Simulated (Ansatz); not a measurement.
Cost and result for the atomization energy of C$_{2}$H$_{7}$GeN (`C[C](=N)[GeH3]`) (11 atoms, 10 bonds).

Z-matrix (Å, degrees):
```
C
C 1 1.496
H 1 1.094 2 110.5
H 1 1.091 2 110.2 3 -121.1
H 1 1.094 2 110.5 3 117.9
N 2 1.267 1 119.5 3 121.1
Ge 2 1.983 1 117.4 3 -58.9
H 6 1.020 2 112.1 1 180.0
H 7 1.539 2 110.6 1 -60.1
H 7 1.539 2 110.7 1 60.0
H 7 1.538 2 107.4 1 180.0
```

Total charge 0; spin multiplicity 1. Correlated methods include outer-core shells of Ge, which these sets cover unevenly. Scalar relativity is left out up to krypton. Geometry: relaxed with PBE0-D4/def2-TZVP. It is one conformer, not always the lowest. Program: Ansatz. All runs use 4 threads of an Arm Neoverse V1 on a shared host. Times are those of one run each, without the atoms' runs, and a repeat can differ threefold. Electronic energies, without spin–orbit coupling; frozen cores. CCSD(T)/CBS adds CCSD(T) − MP2 in def2-TZVPP to the MP2 limit, and its time is that of the two runs behind it. T1 = 0.012. With those shells the extrapolation isn't a true limit. B3LYP takes the VWN-RPA correlation (the form of Gaussian; ORCA's B3LYP/G).

CCSD(T)/CBS is a level of theory with its own doubt, some kJ/mol a heavy atom from the limit and from the frozen cores, so smaller differences don't rank the functionals.

```
                             level  functions  wall time
   PBE-D4/def2-TZVPP (with forces)        239      2.2 s
                PBE0-D4/def2-TZVPP        239      2.6 s
 B3LYP-D4/def2-TZVPP (with forces)        239      4.3 s
r2SCAN-D4/def2-TZVPP (with forces)        239      4.6 s
                 B2PLYP/def2-TZVPP        239      4.8 s
                ωB97X-V/def2-TZVPP        239        7 s
  ωB97M-V/def2-TZVPP (with forces)        239       11 s
                    MP2/def2-QZVPP        470       23 s
                CCSD(T)/def2-TZVPP        239    2.4 min
                 CCSD(T)/CBS(def2)          –    2.8 min
```

**Question.** What atomization energy does each give, and how far from CCSD(T)/CBS? (An estimate is asked.)

**Answer.** Ansatz gave: 
```json
{"level": "PBE-D4/def2-TZVPP (with forces)", "atomization (kcal/mol)": "934.9", "difference from CCSD(T)/CBS": "16.2", "per bond": "1.6"}
{"level": "PBE0-D4/def2-TZVPP", "atomization (kcal/mol)": "918.3", "difference from CCSD(T)/CBS": "-0.4", "per bond": "0.0"}
{"level": "B3LYP-D4/def2-TZVPP (with forces)", "atomization (kcal/mol)": "919.5", "difference from CCSD(T)/CBS": "0.8", "per bond": "0.1"}
{"level": "r2SCAN-D4/def2-TZVPP (with forces)", "atomization (kcal/mol)": "917.7", "difference from CCSD(T)/CBS": "-1.0", "per bond": "-0.1"}
{"level": "B2PLYP/def2-TZVPP", "atomization (kcal/mol)": "908.7", "difference from CCSD(T)/CBS": "-10.0", "per bond": "-1.0"}
{"level": "ωB97X-V/def2-TZVPP", "atomization (kcal/mol)": "921.6", "difference from CCSD(T)/CBS": "2.9", "per bond": "0.3"}
{"level": "ωB97M-V/def2-TZVPP (with forces)", "atomization (kcal/mol)": "917.9", "difference from CCSD(T)/CBS": "-0.8", "per bond": "-0.1"}
{"level": "MP2/def2-QZVPP", "atomization (kcal/mol)": "914.3", "difference from CCSD(T)/CBS": "-4.4", "per bond": "-0.4"}
{"level": "CCSD(T)/def2-TZVPP", "atomization (kcal/mol)": "897.5", "difference from CCSD(T)/CBS": "-21.2", "per bond": "-2.1"}
{"level": "CCSD(T)/CBS(def2)", "atomization (kcal/mol)": "918.7", "difference from CCSD(T)/CBS": "0.0", "per bond": "0.0"}
```

In def2-TZVPP, CCSD(T) changes the Hartree–Fock value by +243.8 kcal/mol (the triples alone add +14.0 kcal/mol) and MP2 by +248.1 kcal/mol; breaking electron pairs costs correlation energy, which Hartree–Fock lacks. From PBE to PBE0 (25 % exact exchange), in def2-TZVPP and without D4, the atomization energy moves by −15.8 kcal/mol: exact exchange takes away binding that semilocal exchange gives to molecules. The D4 term adds +7.7 kcal/mol with B3LYP and +4.0 kcal/mol with PBE0; it sums over pairs of atoms, weighted by their polarisabilities, and B3LYP, whose exchange is more repulsive, gets the larger term.
